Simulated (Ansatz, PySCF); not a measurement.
Isomers of CH5BSi. All species are isolated molecules in the gas phase. One relaxed conformer stands for each flexible species; it need not be the lowest. Strings in code marks are SMILES. Quantity: electronic energy of isomers of CH5BSi relative to `[H]/B=C\[SiH3]`. Level 1: PBE-D3(BJ)/def2-TZVP // r2SCAN-D4/def2-TZVP (PySCF). Level 2: frozen-core CCSD(T)/cc-pVQZ // r2SCAN-D4/def2-TZVP (Ansatz, a first-principles code).

```
case                              level 1 (kcal/mol)  level 2 (kcal/mol)
--------------------------------  ------------------  ------------------
`B1C[SiH2]1`                                     4.9                 9.7
`C=B[SiH3]`                                      6.4            withheld
`B[SiH]=C` (H–B–Si–C torsion 0°)                13.2                15.4
`CB=[SiH2]`                                     15.8                20.5
`[H]/B=[SiH]/C`                                 26.7                28.4
```

**Question.** Fit level 2 = a + b·x to the 4 complete rows by least squares, with x = level 1 in kcal/mol. Give a, b and the rms residual, and predict the withheld value.

**Answer.** Means of the 4 rows: x̄ = 15.15, ȳ = 18.5 kcal/mol. Σ(x − x̄)² = 242.69 and Σ(x − x̄)(y − ȳ) = 211.89, so b = 0.873 and a = ȳ − b·x̄ = 5.27 kcal/mol. The rms residual is 1.01 kcal/mol. At x = 6.4 the line gives 10.9 kcal/mol. The run for `C=B[SiH3]` gave 7.9 kcal/mol, so the line is off by 3.0 kcal/mol, more than twice the rms residual.

Codes: Ansatz, PySCF.
